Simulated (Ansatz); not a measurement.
C$_{4}$H$_{9}$NSeSi, SMILES `C=C([SiH3])CC(N)=[Se]`, 16 atoms. Total charge 0; spin multiplicity 1. Correlated methods include outer-core shells of Se, which these sets cover unevenly. Scalar relativity is left out up to krypton. Hardware: A = 2 threads of an AMD EPYC 7R13 on a shared host and a share of an NVIDIA H100 80 GB; B = 2 threads of an AMD EPYC 7R13 on a shared host. Correlated methods freeze the cores. Open-shell runs search over several starts.

(1) Give the basis size and wall time and peak host memory of each of these runs in Ansatz. RKS PBE0-D4/def2-TZVP frequencies [A]; RKS PBE0-D4/def2-QZVPP energy [A]; UKS B2PLYP (frozen core)/def2-TZVPP energy of the cation [A]; UHF-MP2/def2-QZVPP energy of the cation [A]; UKS B3LYP-D4/def2-TZVPP energy of the cation [A]; RKS r2SCAN-D4/def2-TZVPP energy and forces [A]; RHF-MP2/def2-QZVPP energy [A]; RKS ωB97M-V/def2-SVP energy [B]; UKS ωB97M-V/def2-TZVPP energy of the cation [A]; UHF-CCSD(T)/def2-TZVPP energy of the cation [A]; RKS r2SCAN0-D4/def2-TZVPP energy [A]; RKS PBE0-D4/def2-TZVP relaxation (11 steps) [A]. (Best estimate.)

## Answers

(1) Computed: Other jobs shared the machine, so times are rough.

```
                              level                        job  functions  wall time  peak host memory (GiB)
             RKS PBE0-D4/def2-QZVPP                 energy [A]        714      6.5 s                     1.3
          RKS r2SCAN0-D4/def2-TZVPP                 energy [A]        371        8 s                    0.92
           RKS r2SCAN-D4/def2-TZVPP      energy and forces [A]        371        9 s                    0.92
            UKS B3LYP-D4/def2-TZVPP   energy of the cation [A]        371       10 s                    0.98
UKS B2PLYP (frozen core)/def2-TZVPP   energy of the cation [A]        371       14 s                     1.8
               RKS ωB97M-V/def2-SVP                 energy [B]        165       16 s                    0.75
                 RHF-MP2/def2-QZVPP                 energy [A]        714       17 s                     1.3
             UKS ωB97M-V/def2-TZVPP   energy of the cation [A]        371       21 s                     1.3
              RKS PBE0-D4/def2-TZVP  relaxation (11 steps) [A]        294       33 s                    0.99
                 UHF-MP2/def2-QZVPP   energy of the cation [A]        714       42 s                     1.5
             UHF-CCSD(T)/def2-TZVPP   energy of the cation [A]        371    4.3 min                     1.8
              RKS PBE0-D4/def2-TZVP            frequencies [A]        294    4.7 min                    0.99
```

B3LYP here is the variant with VWN-RPA as its local correlation; programs differ in this.
